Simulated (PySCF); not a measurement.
# Dipole response of V²⁺ (vanadium, charge +2)

[Ar] 3d3, high-spin 4F determinant. All numbers are calculated (PySCF 2.14, the non-relativistic Hamiltonian (point nucleus), in def2-QZVPPD). Coupled (time-dependent) response in atomic units; α is the mean over directions.

| method | mean α (bohr³) | C₆ (like pair) | S(−4) |
| --- | --- | --- | --- |
| UHF | 3.887 | 11.75 | 8.369 |
| PBE | 4.788 | 14.39 | 18.02 |
| PBE0 | 4.445 | 13.40 | 13.76 |

S(−4) is the Cauchy moment in α(ω) = α(0) + S(−4) ω² + …

α(iu) at UHF:

| u (hartree) | α(iu) (bohr³) |
| --- | --- |
| 0 | 3.887 |
| 0.0500 | 3.866 |
| 0.100 | 3.807 |
| 0.200 | 3.603 |
| 0.300 | 3.345 |
| 0.500 | 2.847 |
| 0.750 | 2.352 |
| 1.00 | 1.970 |
| 1.50 | 1.422 |
| 2.00 | 1.060 |
| 3.00 | 0.6416 |
| 5.00 | 0.3010 |

A single London oscillator, α(iu) = α/(1 + u²/ω²), gives C₆ = (3/4) ω α². Matching the computed C₆ needs ω = 4 × 11.75 / (3 × 3.887²) = 1.04 hartree.

For an ion, C₆ is the dispersion term alone; charge-induced terms of lower order in 1/R come first.
